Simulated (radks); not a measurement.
The numbers below are computed, except where a source is named.
Ar2+, configuration [Ne] 3s2 3p4 (the NIST ground configuration). Code: a radial shooting solver on a logarithmic mesh with Libxc functionals. Model: Dirac Kohn-Sham, exchange-only PBE, spin-unpolarised, spherical densities, finite nucleus; open shells are shared between the two j in proportion to 2j + 1; Fermi nuclear charge, rms radius 3.4274 fm.

Normalised radial functions P(r) = r R(r) (large component), r in bohr:

r	2s1/2	3p3/2	3d5/2
0.005899	0.2286	0.0020	0.0000
0.00762	0.2854	0.0033	0.0000
0.009764	0.3505	0.0054	0.0000
0.01261	0.4281	0.0087	0.0000
0.01616	0.5113	0.0139	0.0001
0.02071	0.5981	0.0218	0.0002
0.02676	0.6828	0.0345	0.0003
0.03429	0.7460	0.0529	0.0006
0.04429	0.7706	0.0808	0.0013
0.05675	0.7283	0.1189	0.0026
0.07331	0.5855	0.1718	0.0051
0.09395	0.3265	0.2361	0.0096
0.1204	-0.0567	0.3090	0.0177
0.1555	-0.5512	0.3815	0.0323
0.1993	-1.0479	0.4288	0.0558
0.2574	-1.4546	0.4234	0.0940
0.3299	-1.6238	0.3349	0.1490
0.4261	-1.5034	0.1387	0.2272
0.5461	-1.1509	-0.1417	0.3233
0.6998	-0.7112	-0.4601	0.4328
0.9039	-0.3324	-0.7415	0.5461
1.158	-0.1170	-0.8786	0.6332
1.496	-0.0267	-0.8276	0.6691
1.917	-0.0039	-0.6293	0.6375
2.477	-0.0003	-0.3759	0.5419
3.174	0.0000	-0.1762	0.4043
4.067	0.0000	-0.0595	0.2477
5.254	0.0000	-0.0125	0.1134
6.733	0.0000	-0.0016	0.0383

2s1/2: eigenvalue -325.60 eV, 1 radial node at r = 0.117 bohr, <r> = 0.414 bohr, 90 % of the charge inside 0.646 bohr. 3p3/2: eigenvalue -34.211 eV, 1 radial node at r = 0.486 bohr, <r> = 1.48 bohr, 90 % of the charge inside 2.27 bohr. 3d5/2 (empty): eigenvalue -13.893 eV, 0 radial nodes, <r> = 2.09 bohr, 90 % of the charge inside 3.46 bohr.
